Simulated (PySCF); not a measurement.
PySCF 2.14 output of an unrestricted PBE calculation on a single atom or ion in x2c-SVPall, with scalar relativity by spin-free X2C-1e:

```
SCF conv_tol = 1e-09
number electrons alpha = 15  beta = 15
    J. P. Perdew, K. Burke, and M. Ernzerhof.,  Phys. Rev. Lett. 77, 3865 (1996)
    J. P. Perdew, K. Burke, and M. Ernzerhof.,  Phys. Rev. Lett. 78, 1396 (1997)
    J. P. Perdew, K. Burke, and M. Ernzerhof.,  Phys. Rev. Lett. 77, 3865 (1996)
    J. P. Perdew, K. Burke, and M. Ernzerhof.,  Phys. Rev. Lett. 78, 1396 (1997)
cycle= 1 E= -2257.91893584831  delta_E= -0.00412  |g|= 0.151  |ddm|= 0.195
cycle= 2 E= -2257.91925214032  delta_E= -0.000316  |g|= 0.142  |ddm|= 0.0953
cycle= 3 E= -2257.92214506297  delta_E= -0.00289  |g|= 0.000223  |ddm|= 0.0472
cycle= 4 E= -2257.9221450699  delta_E= -6.93e-09  |g|= 4.6e-06  |ddm|= 5.35e-05
cycle= 5 E= -2257.92214506991  delta_E= -3.64e-12  |g|= 6.83e-08  |ddm|= 2.56e-06
converged SCF energy = -2257.92214506991  <S^2> = -5.3290705e-15  2S+1 = 1
```

The run itself started from symmetry-adapted Hartree-Fock orbitals and held the occupation by maximum overlap, on a logarithmic radial grid, so the iterations belong to that start.

Question: Which element, charge and spin multiplicity is this?

Answer: As³⁺ (arsenic, charge +3), multiplicity 1; the state was [Ar] 3d10 4s2, closed-shell 1S.
